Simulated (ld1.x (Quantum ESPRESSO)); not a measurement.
Pseudopotential generation for cadmium (Cd): TM, PBE, fully relativistic.

cadmium, norm-conserving Troullier–Martins (Kleinman–Bylander form), made with ld1.x (Quantum ESPRESSO) 7.5 (PBE, fully relativistic). Core [Ar] 3d10 4s2, reference 4p6 4d10 5s2 5p0. Waves: 5s (bound): rc 1.85 bohr; 4p (bound): rc 0.95 bohr; 4d (bound): rc 1.20 bohr. Local part: all-electron potential smoothed inside 0.76 bohr (lloc = -1). Core correction: none.

Open shells are filled in proportion to 2j + 1 (rel_dist='average').

All-electron outer shells of the reference configuration (PBE, scalar-relativistic, ld1.x):

| shell | level (eV) | outermost node (bohr) | outermost maximum (bohr) |
| --- | --- | --- | --- |
| 3d | -393.64 | – | 0.27 |
| 4s | -105.92 | 0.43 | 0.79 |
| 4p | -66.97 | 0.43 | 0.84 |
| 4d | -11.73 | 0.42 | 0.98 |
| 5s | -5.66 | 1.07 | 2.35 |
| 5p | -1.18 | 1.20 | 3.33 |

Results:

```
Cutoffs needed           : 160 Ry and 230 Ry (the cutoffs (Ry, on a coarse ladder) from which the occupation-weighted sum of valence levels, in a spherical-Bessel basis at the reference potential, stays within 10 and 1 mRy of its value at 400 Ry)
Ghost test               : ghost states, extra bound levels that the all-electron valence spectrum of the same l lacks: s at -512.7 eV, s at -45.3 eV; a true bound ghost makes a file unfit for plane-wave use (spherical-Bessel basis up to 400 Ry, 20 bohr box)
Largest excitation error : +130 meV (all-electron minus pseudo) for 4p6 4d10 5s0 5p2, out of 7 test configurations
```

Generation and tests took about 2.2 s on one core of a shared server CPU.
